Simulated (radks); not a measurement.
Results of a calculation; reference values are marked as such.
Task: The nickel ion Ni14+, configuration [Ne] 3s2 3p2. Level of theory: scalar-relativistic Kohn-Sham, r2SCAN, spin-polarised, spherical densities, finite nucleus; open shells are filled with parallel spins first; meta-GGA in the generalised Kohn-Sham scheme; Fermi nuclear charge, rms radius 3.7757 fm (a radial shooting solver on a logarithmic mesh with Libxc functionals). Some entries of the table are withheld. Estimate them.

| orbital | occ. | eigenvalue (eV) | <r> (bohr) |
|---|---|---|---|
| 1s up | 1 | -8702.362 | 0.05410 |
| 1s down | 1 | -8699.821 | 0.05408 |
| 2s up | 1 | (1) | 0.2423 |
| 2s down | 1 | (2) | 0.2420 |
| 2p up | 3 | (3) | 0.2128 |
| 2p down | 3 | (4) | 0.2128 |
| 3s up | 1 | -488.8675 | 0.6329 |
| 3s down | 1 | -478.4139 | 0.6364 |
| 3p up | 2 | -445.5335 | (5) |
| 3p down | 0 | -435.3500 | (6) |

Result: 
(1) 2s up eigenvalue (eV): -1441.295
(2) 2s down eigenvalue (eV): -1440.030
(3) 2p up eigenvalue (eV): -1304.488
(4) 2p down eigenvalue (eV): -1301.912
(5) 3p up <r> (bohr): 0.6276
(6) 3p down <r> (bohr): 0.6310
